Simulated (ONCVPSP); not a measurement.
# What one change does to a pseudopotential (Pd, ONCV)

ONCVPSP 4.0.1 input, shortened (lines: element, Z, core and valence counts, functional; n l f; lmax; l rc ep ncon nbas qcut; lloc lpopt rc5 dvloc0; l nproj debl; icmod fcfact rcfact), PBE, scalar-relativistic:

```
  Pd 46.00    6    4        4      upf
    1    0    2.00
    2    0    2.00
    2    1    6.00
    3    0    2.00
    3    1    6.00
    3    2   10.00
    4    0    2.00
    4    1    6.00
    4    2    9.00
    5    0    1.00
    2
    0    1.50    0.00    4    7    7.70
    1    1.00    0.00    4    8    9.50
    2    1.45    0.00    3    7    6.30
    4    5    0.80    0.00
    0    2    3.60
    1    2    1.50
    2    2    1.20
    2    0.70    0.80
```

In the p channel the program set the typed energies aside and used -2.002, 0.250 Ha.

All-electron outer shells of the reference configuration (PBE, scalar-relativistic, ld1.x):

```csv
shell,level (eV),outermost node (bohr),outermost maximum (bohr)
3d,-329.06,–,0.28
4s,-88.72,0.45,0.85
4p,-54.47,0.46,0.91
4d,-6.69,0.45,1.09
5s,-4.35,1.15,2.58
```

Change: p: qcut 8.6.

Cutoffs: the cutoffs (Ha) at which the residual kinetic energy of the hardest occupied pseudo-wave falls to 1 and 0.1 mHa per electron; they do not see the model core or the augmentation charge, which bear on the density cutoff. Errors are all-electron minus pseudo energies relative to the spin-unpolarised reference configuration.

Task: How do hardness, ghosts and transferability respond?

Result: The potential gets harder (56 Ha and 119 Ha → 64 Ha and 186 Ha); the errors of the 3 common tests hardly move; neither file shows a bound ghost.

```tsv
quantity	base	changed
cutoff, loose	56 Ha	64 Ha
cutoff, tight	119 Ha	186 Ha
loose cutoff by channel	s 23 Ha, p 43 Ha, d 56 Ha	s 23 Ha, p 64 Ha, d 56 Ha
bound ghosts	none	none
GHOST(+) flags under 300 eV	s at 45.1 eV	s at 45.1 eV
tests with a reliable result	3 of 4	3 of 4
error for 4s2 4p6 4d10 5s0, meV [ΔE -1.50 eV]	+2.2	+2.2
error for 4s2 4p6 4d9 5s0, meV [ΔE 7.61 eV]	-1.7	-1.7
error for 4s2 4p6 4d8 5s0, meV [ΔE 28.43 eV]	-9.9	-9.8
s: phases at 1.52 bohr within 0.05 rad from the reference energy up to (Ha; the scan ends near 5)	1.4	1.4
p: phases at 1.01 bohr within 0.05 rad from the reference energy up to (Ha; the scan ends near 5)	to the end of the scan	to the end of the scan
d: phases at 1.47 bohr within 0.05 rad from the reference energy up to (Ha; the scan ends near 5)	to the end of the scan	to the end of the scan
rms error of d²Exc/dni dnj with the model core, mHa	1.24	1.22
```
